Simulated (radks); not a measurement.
The numbers below are computed, except where a source is named.
Problem. All-electron atom: Rh3+ in [Kr] 4d6 (the NIST ground configuration). Level of theory: scalar-relativistic Kohn-Sham, LDA (Slater exchange, Perdew-Wang correlation), spin-polarised, spherical densities, finite nucleus; open shells are filled with parallel spins first (spin-orbit coupling, left out, can overturn this in heavy ions); Fermi nuclear charge, rms radius 4.4945 fm (a radial shooting solver on a logarithmic mesh with Libxc functionals). Some entries of the table are withheld. Estimate them.

orbital,occ.,eigenvalue (hartree),r(max) (bohr),<r> (bohr)
1s up,1,-846.8793,0.02120,0.03266
1s down,1,-846.8789,0.02120,0.03266
2s up,1,-123.9804,0.1199,0.1421
2s down,1,-123.9548,0.1199,0.1421
2p up,3,-111.3302,0.09578,0.1238
2p down,3,-111.3101,0.09577,0.1238
3s up,1,-23.24797,0.3519,0.3914
3s down,1,-23.22993,0.3519,0.3913
3p up,3,-19.09044,0.3448,0.3911
3p down,3,-19.07082,0.3449,0.3909
3d up,5,-12.42272,0.2908,0.3706
3d down,5,-12.39662,0.2910,0.3704
4s up,1,-4.40066,(1),0.9728
4s down,1,-4.29373,(2),0.9707
4p up,3,-3.21176,0.9397,1.064
4p down,3,-3.10146,0.9369,1.063
4d up,5,-1.50389,1.111,(3)
4d down,1,-1.39647,1.110,(4)

Solution. 
(1) 4s up r(max) (bohr): 0.8791
(2) 4s down r(max) (bohr): 0.8767
(3) 4d up <r> (bohr): 1.363
(4) 4d down <r> (bohr): 1.380
